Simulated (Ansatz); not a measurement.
Cost and result up the ladder for the cluster ZrO3H2 (6 atoms). Charge 0, multiplicity 1. Geometry: PBE-D4/def2-TZVP.

Cartesian coordinates in Å:
```
Zr 0.133 0.334 0.205
O 0.044 1.164 -1.555
O -1.259 1.230 -0.821
O 0.183 -1.600 0.474
H 0.963 1.337 1.576
H -0.065 -2.465 0.122
```

Ansatz on 4 threads of Arm Neoverse V1 on a shared host. Times are rough, and most runs start from the orbitals of an earlier one. CAM-B3LYP-D4/def2-TZVP serves as the yardstick here, not as an exact answer. Binding counts from free atoms at the same level (Zr triplet, O triplet, H doublet; other spins of the atoms weren't run), without zero-point energy or a counterpoise term.

In the def2 sets Zr takes a core potential; there is no spin–orbit coupling. Correlated methods freeze 3 core orbitals; core or outer-core shells of Zr are correlated, in sets that lack core-valence functions. The structure holds 1 bond(s) between oxygen atoms. No other spin state of charge 0 was run. Another isomer (singlet) lies 3.80 eV lower at PBE0-D4/def2-TZVP; other spin states weren't run for this one.

Correlated methods converge slowly with the basis.

```
                 level  functions  wall time  binding energy per atom (eV)  difference from CAM-B3LYP-D4/def2-TZVP (eV)                         remarks
     BLYP-D4/def2-TZVP        145      1.4 s                          4.10                                         0.15                               –
CAM-B3LYP-D4/def2-TZVP        145      1.6 s                          3.95                                         0.00                               –
     PBE0-D4/def2-TZVP        145      1.6 s                          3.91                                        -0.04                               –
    CCSD(T)/def2-TZVPP        177       60 s                          3.88                                        -0.07  test for broken spin undecided
```
